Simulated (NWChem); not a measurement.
Molecule: GeSiH₅OCl; SMILES O[SiH2][GeH2][Cl]

```xyz
9

O      1.2906     1.8806    -0.3525
Si    -0.2623     1.7307     0.2210
Ge    -0.7885    -0.5861    -0.0771
Cl     1.2483    -1.4099     0.1067
H      1.8170     1.0739    -0.2594
H     -1.1557     2.6232    -0.5669
H     -0.3948     2.0588     1.6733
H     -1.6276    -1.2909     1.0037
H     -1.2790    -1.0159    -1.4717
```
Atoms are numbered in this order, from 1.

Program: NWChem. Coordinates come from a PBE0/def2-SVP optimisation. B3LYP is NWChem's, with the RPA form of VWN correlation.

Question: Order these by “orbital gap (eV)”, lowest first: B3LYP/pcseg-2; B3LYP/def2-SVP; B3LYP/STO-3G.

Answer: B3LYP/pcseg-2 (6.44), B3LYP/def2-SVP (6.66), B3LYP/STO-3G (7.46)
